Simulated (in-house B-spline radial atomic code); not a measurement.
# Binding energies in Tm

NIST's tabulated ground configuration is [Xe] 4f13 6s2; each binding energy is the energy of the ion with one electron taken from that subshell, relaxed, less that of the parent. Method: Dirac-Kohn-Sham B3LYP, spherical fractional occupations, Fermi nucleus of rms radius 5.2256 fm. Calculated with an all-electron radial atomic-structure program (B-spline basis). Energies include first-order Breit, QED and recoil terms.

Caution: exact exchange at fractional occupations of open shells leaves self-interaction of up to several eV.

| subshell | X-ray name | binding energy (eV) | -ε (eV) | relaxation (eV) |
| --- | --- | --- | --- | --- |
| 1s | K | 59517.5 | 59313.1 | -449.8 |
| 2s | L1 | 10070.5 | 10028.4 | -74.5 |
| 2p1/2 | L2 | 9622.1 | 9555.8 | -97.5 |
| 2p3/2 | L3 | 8646.6 | 8575.0 | -92.2 |
| 3s | M1 | 2276 | 2264.9 | -17.5 |
| 3p1/2 | M2 | 2070 | 2056.7 | -19.2 |
| 3p3/2 | M3 | 1864.9 | 1848.8 | -19.7 |
| 3d3/2 | M4 | 1516.4 | 1494.0 | -24.6 |
| 3d5/2 | M5 | 1472.2 | 1448.7 | -24.8 |
| 4s | N1 | 457.1 | 451.6 | -6.9 |
| 4p1/2 | N2 | 373.3 | 367.6 | -6.9 |
| 4p3/2 | N3 | 327.6 | 320.5 | -7.8 |
| 4d3/2 | N4 | 189.4 | 182.0 | -7.6 |
| 4d5/2 | N5 | 181.3 | 173.4 | -8.0 |
| 5s | O1 | 60.91 | 55.75 | -5.35 |
| 5p1/2 | O2 | 37.38 | 32.51 | -4.99 |
| 5p3/2 | O3 | 31.81 | 26.71 | -5.14 |
| 4f | N6,7 | 12.34 | 4.87 | -7.35 |
| 6s | P1 | 6.71 | 4.32 | -2.40 |

Relaxation = -ε minus the binding energy without Breit, QED and recoil terms. With a density functional, K lines can miss by some tenths of a per cent, more in light atoms. For a density functional the relaxation so defined is negative, because -ε of a Kohn-Sham level is smaller than the binding energy.

Emission lines follow as differences of binding energies, with λ = 12398.42 eV·Å / E:

```csv
line,holes,energy (eV),wavelength (Å)
K-L3,1s → 2p3/2,50870.9,0.24372
K-L2,1s → 2p1/2,49895.4,0.24849
K-M3,1s → 3p3/2,57652.6,0.21505
L3-M5,2p3/2 → 3d5/2,7174.4,1.7281
L2-M4,2p1/2 → 3d3/2,8105.7,1.5296
L1-M3,2s → 3p3/2,8205.6,1.511
L3-M1,2p3/2 → 3s,6370.6,1.9462
L2-N4,2p1/2 → 4d3/2,9432.7,1.3144
```

Problem. What screening constant σ does Moseley's law, E = (3/4)·13.6057 eV·(Z - σ)², need for K-L3?

Solution. σ = -1.61.

Moseley's non-relativistic formula needs a falling, then negative, screening constant for heavy elements, because relativity binds the 1s electron more strongly than the formula allows.

Problem. What does it cost to remove both a 3d5/2 and a 3d3/2 electron?

Solution. 3046.5 eV, which is 57.89 eV more than the two single binding energies together.

Problem. What does it cost to remove both a 1s and a 2p1/2 electron?

Solution. 69501 eV, which is 361.7 eV more than the two single binding energies together.

Problem. What does it cost to remove both a 3p1/2 and a 4s electron?

Solution. 2551.1 eV, which is 24.04 eV more than the two single binding energies together.
